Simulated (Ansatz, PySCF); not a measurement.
Gas-phase reaction in SMILES: O[SiH](O)O [trihydroxysilane] -> [O-][SiH](O)O + H+
Geometries: B3LYP-D3(BJ)/def2-TZVP minima from Ansatz (an electronic-structure program), one conformer each, not searched for the lowest. Frequencies are from Ansatz or PySCF.
Geometry of the first species:
```xyz
8

O      0.4966     1.5128    -0.0600
Si    -0.1600     0.0575     0.2913
O      0.9302    -1.1724     0.3848
O     -1.1860    -0.3739    -0.9101
H      0.8173     1.6628    -0.9537
H     -0.8291     0.2598     1.5841
H      1.5897    -1.1489     1.0823
H     -1.2646    -1.3107    -1.1072
```
Charge 0, spin multiplicity 1.

Property: gas-phase deprotonation energy (0 K, with B3LYP-D3(BJ) harmonic zero-point energies), in kJ/mol. Cores are frozen in the correlated levels unless marked. No spin-orbit coupling. Non-relativistic. Anions need diffuse functions: aug- sets have them; def2-D sets add few; the other sets have none. Basis-set limits of correlation are two-point, X^-3; Hartree-Fock from the larger set.

| level | program | gas-phase deprotonation energy (kJ/mol) |
|---|---|---|
| HF/6-31G | Ansatz | 1518.8 |

Estimate the value at CCSD(T)/CBS(aug-cc-pV(T+d)Z,aug-cc-pV(Q+d)Z) as computed with Ansatz.

1470.1 kJ/mol
